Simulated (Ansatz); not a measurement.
`OBS` and `O[BH][GeH3]` differ in one atom or group.

Ansatz, PBE0-D4/def2-TZVP geometries, multiplicity 1. Each molecule was computed in one conformer, which needn't be the lowest.

Scalar relativity is left out up to krypton.

```tsv
property	`OBS`
LUMO energy (ωB97M-V/def2-TZVPP) / eV	1.81
LUMO energy (PBE/def2-TZVPP) / eV	-1.02
size of the dipole moment (B3LYP/def2-TZVPP) / D	0.74
HOMO–LUMO gap (ωB97M-V/def2-TZVPP) / eV	11.90
LUMO energy (PBE0/def2-TZVPP) / eV	-0.05
HOMO energy (PBE/def2-TZVPP) / eV	-6.67
```

**Question.** Give the same properties after the change, and the shifts. (Estimate.)

**Answer.** Ansatz gave: 
```csv
property,`O[BH][GeH3]`,shift
LUMO energy (ωB97M-V/def2-TZVPP) / eV,0.98,-0.83
LUMO energy (PBE/def2-TZVPP) / eV,-1.95,-0.93
size of the dipole moment (B3LYP/def2-TZVPP) / D,2.32,1.58
HOMO–LUMO gap (ωB97M-V/def2-TZVPP) / eV,10.97,-0.93
LUMO energy (PBE0/def2-TZVPP) / eV,-0.99,-0.94
HOMO energy (PBE/def2-TZVPP) / eV,-6.59,0.08
```

With PBE0 the HOMO rises by 0.07 eV and the LUMO falls by 0.94 eV, so the gap narrows by about 1.01 eV. PBE moves the HOMO by 0.08 eV and ωB97M-V by 0.10 eV. The zero-point energy changes by 34.0 kJ/mol with +6 modes. Dipoles are sizes alone; their direction can turn.

B3LYP here is the variant with VWN-RPA as its local correlation; programs differ in this.
